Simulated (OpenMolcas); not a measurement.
An atom or ion with 20 electrons was computed by SS-CASPT2, IPEA 0.25 Eh, imaginary shift 0.1 Eh with spin-orbit coupling (OpenMolcas, ANO-RCC-VQZP, DKH2). The lowest levels that the run gave, each within 12 % of the measured value where one is at hand:

```csv
J,Parity,E (cm-1),g
2,even,0.0,0.666
3,even,197,1.084
4,even,452,1.251
2,even,7580,1.001
0,even,10970,
1,even,11040,1.501
2,even,11170,1.500
4,even,14260,1.000
0,even,31540,
```

Question: Which ion is it, and what are the configurations and terms?

Answer: Ti2+ (Z = 22, charge +2; active space 2 electrons in 5 orbitals (3d)). J, parity and g give the terms where levels are pure, and mixed ones are named by the computed weights; the size of the splittings, set against known spectra of the 20-electron sequence, gives the charge. In order, with the measured energies in cm-1 (Corliss and Sugar, J. Phys. Chem. Ref. Data 8, 1 (1979)): 3d2 3F2, 3d2 3F3 (185), 3d2 3F4 (420), 3d2 1D2 (8474), 3d2 3P0 (10538), 3d2 3P1 (10604), 3d2 3P2 (10721), 3d2 1G4 (14398), 3d2 1S0 (32476).

CASPT2 does not keep the components of a term degenerate, so their means are used; among the terms shown or strongly mixed into the levels shown the widest spread is 870 cm-1 (3d2 1G). Measured partners are found by configuration, term and J. A level has none where our copy of the source lacks it or the pairing is in doubt (some pairs that miss far off the trend of their configuration count as doubtful), and it then counts in no deviation. Only configurations of the active space appear.
